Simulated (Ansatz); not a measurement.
The lowest doublet and quartet of CF (SMILES [C]F); geometries from B3LYP-D3(BJ)/def2-TZVP, each state relaxed from the structure named, with no frequency check.
Doublet (charge 0, multiplicity 2):
```json
[
 {"atom": "C", "x (Å)": "0.0000", "y (Å)": "0.0000", "z (Å)": "-0.7653"},
 {"atom": "F", "x (Å)": "0.0000", "y (Å)": "0.0000", "z (Å)": "0.5102"}
]
```

| level | gap E(doublet) − E(quartet), vertical, at the doublet's geometry (kJ/mol) | cost |
|---|---|---|
| U-HF/cc-pVQZ | -217.2 | - |
| U-B3LYP/def2-TZVPP | -360.5 | ×1 |
| U-wB97X-V/def2-TZVPP | -371.6 | ×2 |
| U-MP2/cc-pVDZ | -312.8 | - |
| U-MP2/cc-pVTZ | -321.7 | - |
| U-MP2/cc-pVQZ | -325.1 | - |
| U-SCS-MP2/cc-pVTZ | -352.5 | - |
| U-CCSD(T)/cc-pVDZ | -337.9 | ×1 |
| U-CCSDT/cc-pVDZ | -338.5 | - |
| SA-CASSCF(3,4)/cc-pVDZ | -287.0 | - |
| FIC-NEVPT4(SD) on SA-CASSCF(3,4)/cc-pVQZ | -342.6 | - |
| FIC-MRCISD+Q on SA-CASSCF(3,4)/cc-pVDZ | -337.3 | - |
| FIC-MRCISD+Q on SA-CASSCF(3,4)/cc-pVTZ | -342.3 | - |
| FIC-MRCISD+Q on SA-CASSCF(3,4)/cc-pVQZ | -343.0 | - |

The rows run from -371.6 (U-wB97X-V/def2-TZVPP) to -217.2 kJ/mol (U-HF/cc-pVQZ). From cc-pVDZ to cc-pVQZ U-MP2 changes by -12.2.

A positive gap puts the quartet lower; no zero-point energy. U- takes an unrestricted doublet. The quartet is unrestricted in single-reference levels. Active spaces average the two states.

Correlated levels freeze the cores.

Programs: Ansatz (a quantum-chemistry and plane-wave program) with Gaussian orbitals. Each number belongs to the level named beside it.

Costs are rough ratios of core time to U-PBE/def2-TZVPP (about 1.3 s over the structures, on one shared machine); a dash marks a level with no comparable run of its own.
